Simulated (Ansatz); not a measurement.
A nudged elastic band was laid between two geometries of C2H6AlF (10 atoms, charge 0, multiplicity 1).

All numbers below come from RKS B3LYP-D4/def2-SVP (Ansatz).

* movable images: 7
* climbing image: yes
* spring: 50.0 eV/Å²
* optimiser: quadratic models (default)
* start path: through a guess of the saddle point
* force threshold: 0.03 eV/Å
* iteration limit: 60
* end points: relaxed

Initial state:

```xyz
10
Properties=species:S:1:pos:R:3
C -0.568 1.416 -0.863
Al -0.291 -0.448 -0.367
C 0.798 -1.094 1.115
F -1.059 -1.617 -1.291
H -1.190 1.530 -1.765
H -1.061 1.968 -0.042
H 0.395 1.925 -1.045
H 0.188 -1.684 1.823
H 1.278 -0.279 1.682
H 1.593 -1.769 0.755
```

Final state:

```xyz
10
Properties=species:S:1:pos:R:3
C -0.582 1.419 -0.851
Al -0.428 -0.422 -0.231
C 0.906 -1.114 1.012
F -1.541 -1.531 -0.817
H 0.336 1.735 -1.378
H -1.432 1.569 -1.536
H -0.705 2.113 -0.001
H 0.422 -1.571 1.893
H 1.601 -0.338 1.373
H 1.507 -1.911 0.539
```

Question: Which bonds break or form, and what moves?

Answer: No bond is made or broken. The dihedral H5–C1–Al2–C3 goes from 177 to 60°. The two ends are copies of one structure, up to a mirror image or an exchange of like atoms.

Question: What energy profile does the band end with?

Answer: The forces met the threshold. The highest image is number 0 of 0 to 8, 0.0 kJ/mol above the ends, which have the same energy within 2 meV. The highest image is an end point: on this band no image between the ends rises above it.

| image | path coordinate (Å) | energy (kJ/mol) | dihedral H5–C1–Al2–C3 (°) |
| --- | --- | --- | --- |
| 0 | 0.00 | 0.0 | 177 |
| 1 | 0.40 | 0.0 | 164 |
| 2 | 0.79 | 0.0 | 150 |
| 3 | 1.19 | 0.0 | 135 |
| 4 | 1.59 | 0.0 | 120 |
| 5 | 1.98 | 0.0 | 105 |
| 6 | 2.38 | 0.0 | 90 |
| 7 | 2.78 | 0.0 | 75 |
| 8 | 3.18 | 0.0 | 60 |

The band took 5 iterations and roughly 2.4 core-minutes.

The run took 2.4 min on 1 thread of Arm Neoverse V1 (shared host), peak memory 0.18 GiB.
